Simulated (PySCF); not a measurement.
## UHF on Mg (magnesium, neutral)

Configuration: [Ne] 3s2, closed-shell 1S. Computed with PySCF 2.14 in an uncontracted even-tempered set (20 s from 0.01 bohr⁻², ratio 2.5; 14 p from 0.013 bohr⁻², ratio 2.5; 6 d from 0.16 bohr⁻², ratio 2.7; 6 f from 0.24 bohr⁻², ratio 2.7), with the non-relativistic Hamiltonian (point nucleus).

```
Total energy                                     : -199.614145 hartree
One-electron energy                              : -279.4297 hartree
Hartree (Coulomb) energy                         : 95.8096 hartree
Exchange energy                                  : -15.9941 hartree
Kinetic energy                                   : 199.61376 hartree
⟨S²⟩                                             : 0.0000
⟨L²⟩                                             : 0.000
Sum of ⟨r⟩                                       : 12.26 bohr
Sum of ⟨r²⟩                                      : 29.61 bohr²
Density at the nucleus (Gaussians lack the cusp) : 1080 bohr⁻³
Langevin diamagnetic susceptibility              : -23.5 ×10⁻⁶ cm³/mol
```

```tsv
shell	electrons	mean orbital energy (eV)	rms radius, mean of both spins (bohr)
1s	2	-1334.2	0.152
2s	2	-102.53	0.756
2p	6	-62.104	0.773
3s	2	-6.886	3.52
```

Spin-orbit constants ζ (cm⁻¹) from the X2C one-electron operator on these orbitals (non-relativistic here): bare nucleus, nucleus screened by l(l+1)(2l+1)/3 electrons, and screened by the Breit-Pauli mean field of the electrons.

```
shell  bare  screened nucleus  mean field
   2p  1736              1446        1315
```
